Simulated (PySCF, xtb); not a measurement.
BCl3H2O2Si, SMILES OB(O)[Si](Cl)(Cl)Cl.

GFN2-xTB (xtb) at its own geometry gives an orbital gap of 4.48 eV and a dipole moment of 3.53 D.

The structure is a stationary point at B3LYP-D3(BJ)/def2-SVP. The structure was generated by enumeration, and PubChem lists no compound with its InChIKey, so it may never have been made. The values are those of a single conformer.

Q: What does B3LYP/def2-TZVP (PySCF) give? (An estimate is asked for; the answer gives what the named calculation found.)

A: gap 7.20 eV (levels -8.49 and -1.29 eV), dipole 2.22 D.
